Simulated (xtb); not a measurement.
H₄BN, triplet, from a rough starting geometry (a higher spin typed on purpose: for a closed-shell molecule this is an excited state); xtb with GFN2-xTB.

Input for xtb:
```
$ xtb mol.xyz --gfn 2 --uhf 2 --opt vtight --json

# file mol.xyz
6

B     -0.70639021     0.01019942    -0.00109513
N      0.72955613    -0.03011939     0.01559081
H     -1.29420367    -0.97114796    -0.00944263
H     -1.23769403     1.09131915     0.02460815
H      1.30063880     0.75627533     0.03692592
H      1.19864162    -0.92581342     0.01530996
```

The log (banner, timings and long lists left out):

```
   ID    Z sym.   atoms
    1    5 B      1
    2    7 N      2
    3    1 H      3-6

           -------------------------------------------------
          |                Calculation Setup                |
           -------------------------------------------------

           -------------------------------------------------
          |                 G F N 2 - x T B                 |
           -------------------------------------------------

          ...................................................
          :                      SETUP                      :
          :.................................................:
          :  # basis functions                  12          :
          :  # atomic orbitals                  12          :
          :  # shells                            8          :
          :  # electrons                        12          :
          :  max. iterations                   250          :
          :  Hamiltonian                  GFN2-xTB          :
          :  restarted?                      false          :
          :  GBSA solvation                  false          :
          :  PC potential                    false          :
          :  electronic temp.          300.0000000     K    :
          :  accuracy                    1.0000000          :
          :  -> integral cutoff          0.2500000E+02      :
          :  -> integral neglect         0.1000000E-07      :
          :  -> SCF convergence          0.1000000E-05 Eh   :
          :  -> wf. convergence          0.1000000E-03 e    :
          :  Broyden damping             0.4000000          :
          :  net charge                          0          :
          :  unpaired electrons                  2          :
          ...................................................

 iter      E             dE          RMSdq      gap      omega  full diag
   1     -5.9224475 -0.592245E+01  0.102E+01    6.42       0.0  T
   2     -5.9889172 -0.664697E-01  0.599E+00    4.96       1.0  T
   3     -6.0523013 -0.633841E-01  0.362E+00    6.52       1.0  T
   4     -6.0559639 -0.366258E-02  0.247E+00    6.09       1.0  T
   5     -6.0672941 -0.113302E-01  0.856E-01    6.04       1.0  T
   6     -6.0645430  0.275112E-02  0.842E-01    6.29       1.0  T
   7     -6.0645515 -0.853624E-05  0.116E+00    6.14       1.0  T
   8     -6.0599741  0.457744E-02  0.163E+00    6.17       1.0  T
   9     -6.0684394 -0.846528E-02  0.139E-01    6.17       1.0  T
  10     -6.0685009 -0.615434E-04  0.952E-02    6.16       1.0  T
  11     -6.0685293 -0.283618E-04  0.404E-02    6.15       1.0  T
  12     -6.0685342 -0.495896E-05  0.214E-03    6.15      19.1  T
  13     -6.0685343 -0.217742E-07  0.130E-03    6.15      31.4  T
  14     -6.0685342  0.121476E-07  0.222E-03    6.15      18.4  T
  15     -6.0685343 -0.161208E-07  0.374E-04    6.15     109.2  T
  16     -6.0685343 -0.437556E-09  0.141E-05    6.15    2895.6  T

   *** convergence criteria satisfied after 16 iterations ***

 transition dipole moment (au) for excitation:           6           7
     X       Y       Z
  -0.0446  -0.0049   0.0007  total (au/Debye):    0.045   0.114
 dE (eV)             :    6.449
 oscillator strength :  0.44916E-03

         :::::::::::::::::::::::::::::::::::::::::::::::::::::
         ::                     SUMMARY                     ::
         :::::::::::::::::::::::::::::::::::::::::::::::::::::
         :: total energy              -5.985191850655 Eh    ::
         :: gradient norm              0.077755994620 Eh/a0 ::
         :: HOMO-LUMO gap              6.150844921892 eV    ::
         ::.................................................::
         :: SCC energy                -6.068534215969 Eh    ::
         :: -> isotropic ES            0.038360122925 Eh    ::
         :: -> anisotropic ES          0.003059170896 Eh    ::
         :: -> anisotropic XC          0.005485598742 Eh    ::
         :: -> dispersion             -0.001184460523 Eh    ::
[...]
 * total energy  :    -6.0370182 Eh     change       -0.2407530E-03 Eh
 * total energy  :    -6.0371657 Eh     change       -0.1475829E-03 Eh
 * total energy  :    -6.0372159 Eh     change       -0.5012575E-04 Eh
 * total energy  :    -6.0372398 Eh     change       -0.2396130E-04 Eh
 * total energy  :    -6.0372598 Eh     change       -0.1997773E-04 Eh
 * total energy  :    -6.0372758 Eh     change       -0.1600132E-04 Eh
 * total energy  :    -6.0372863 Eh     change       -0.1048419E-04 Eh
 * total energy  :    -6.0373513 Eh     change       -0.6502568E-04 Eh
 * total energy  :    -6.0373595 Eh     change       -0.8205022E-05 Eh
 * total energy  :    -6.0373626 Eh     change       -0.3080231E-05 Eh
 * total energy  :    -6.0373628 Eh     change       -0.1752004E-06 Eh
 * total energy  :    -6.0373628 Eh     change       -0.4166709E-07 Eh
   *** GEOMETRY OPTIMIZATION CONVERGED AFTER 26 ITERATIONS ***
         :: total energy              -6.037362811407 Eh    ::
[...]
         :: repulsion energy           0.068084650832 Eh    ::
         :: add. restraining           0.000000000000 Eh    ::
         :: total charge               0.000000000000 e     ::
         :::::::::::::::::::::::::::::::::::::::::::::::::::::

           -------------------------------------------------
          |                Property Printout                |
           -------------------------------------------------

    * Orbital Energies and Occupations

         #    Occupation            Energy/Eh            Energy/eV
      -------------------------------------------------------------
         1        2.0000           -0.5833790             -15.8746
         2        2.0000           -0.5065866             -13.7849
         3        2.0000           -0.4843288             -13.1793
         4        2.0000           -0.4194292             -11.4132
         5        2.0000           -0.4149211             -11.2906
         6        1.0000           -0.3349730              -9.1151
         7        1.0000           -0.2118272              -5.7641 (HOMO)
         8                          0.0561552               1.5281 (LUMO)
         9                          0.2245513               6.1104
        10                          0.2571043               6.9962
        11                          0.3543855               9.6433
        12                          0.5083578              13.8331
      -------------------------------------------------------------
                  HL-Gap            0.2679825 Eh            7.2922 eV
             Fermi-level           -0.2263915 Eh           -6.1604 eV

     #   Z          covCN         q      C6AA      α(0)
     1   5 B        2.683     0.059    20.700     7.644
     2   7 N        2.559    -0.291    27.539     7.794
     3   1 H        0.922    -0.023     3.490     2.922
     4   1 H        0.922    -0.023     3.490     2.922
     5   1 H        0.860     0.144     1.440     1.880
     6   1 H        0.860     0.134     1.512     1.926

 Mol. C6AA /au·bohr⁶  :        253.674855
 Mol. C8AA /au·bohr⁸  :       5568.241393
 Mol. α(0) /au        :         25.086778

Wiberg/Mayer (AO) data.
largest (>0.10) Wiberg bond orders for each atom

 ---------------------------------------------------------------------------
     #   Z sym  total        # sym  WBO       # sym  WBO       # sym  WBO
 ---------------------------------------------------------------------------
     1   5 B    2.645 --     2 N    1.139     3 H    0.733     4 H    0.733
     2   7 N    3.288 --     1 B    1.139     5 H    0.964     6 H    0.950
                             3 H    0.118     4 H    0.118
     3   1 H    0.942 --     1 B    0.733     2 N    0.118
     4   1 H    0.942 --     1 B    0.733     2 N    0.118
     5   1 H    0.979 --     2 N    0.964
     6   1 H    0.981 --     2 N    0.950
 ---------------------------------------------------------------------------

Topologies differ in total number of bonds
Writing topology from bond orders to xtbtopo.mol

molecular dipole:
                 x           y           z       tot (Debye)
 q only:        0.314      -0.005       0.004
   full:        0.624      -0.187       0.280       1.802
molecular quadrupole (traceless):
                xx          xy          yy          xz          yz          zz
 q only:        0.687      -0.052      -0.594       0.055      -0.566      -0.092
  q+dip:        1.095       0.505      -0.702      -0.809      -0.336      -0.393
   full:        1.176       0.386      -0.780      -0.630      -0.423      -0.397

optimized geometry written to: xtbopt.xyz

           -------------------------------------------------
          | TOTAL ENERGY               -6.037362811407 Eh   |
          | GRADIENT NORM               0.000080807586 Eh/α |
          | HOMO-LUMO GAP               7.292174292992 eV   |
           -------------------------------------------------

normal termination of xtb
```
